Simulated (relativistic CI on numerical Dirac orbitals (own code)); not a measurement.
## d1 to d9 in one octahedral field

Computed with a parametric ligand-field model without spin-orbit coupling, by exact diagonalisation: B = 740, C = 3250, 10Dq = 18800 cm⁻¹ (Oh; |10Dq|/B = 25.4) for every shell. Energies in cm⁻¹; the field energy is (0.6 n_e − 0.4 n_t2) × 10Dq of the ground term; g labels are left out.

```tsv
Shell	Ground term	Electrons in e	Field energy	First spin-allowed bands	Lowest term of other spin
d1	2T2	0.000	-7520	2E 18800	
d2	3T1	0.028	-14516	3T2 17332, 3T1 26964	1T2 11335
d3	4A2	0.000	-22560	4T2 18800, 4T1 26229	2E 15218
d4	5E	1.000	-11280	5T2 18800	3T1 616
d5	?	?	?	?	?
d6	1A1	0.056	-44071	1T1 16834, 1T2 25917	3T1 9803
d7	2E	1.042	-33043	2T1 16665, 2T2 17334	4T1 3336
d8	3A2	2.000	-22560	3T2 18800, 3T1 26229	1E 12249
d9	2E	3.000	-11280	2T2 18800
```

Q: Fill in the row of d5.

A: Ground term: 6A1; Electrons in e: 2.000; Field energy: 0; First spin-allowed bands: none; Lowest term of other spin: 2T2 3528. Low spin: d6, d7; the other shells keep the spin of the free ion. Only d4 to d7 can choose; the field needed to pair spins is smallest for d6 and largest for d5, which loses most exchange energy. In the strong-field picture 10Dq must exceed about 6B + 5C = 20690 (d4), 7.5B + 5C = 21800 (d5), 2.5B + 4C = 14850 (d6) and 4B + 4C = 15960 (d7); mixing of terms shifts these bounds somewhat.
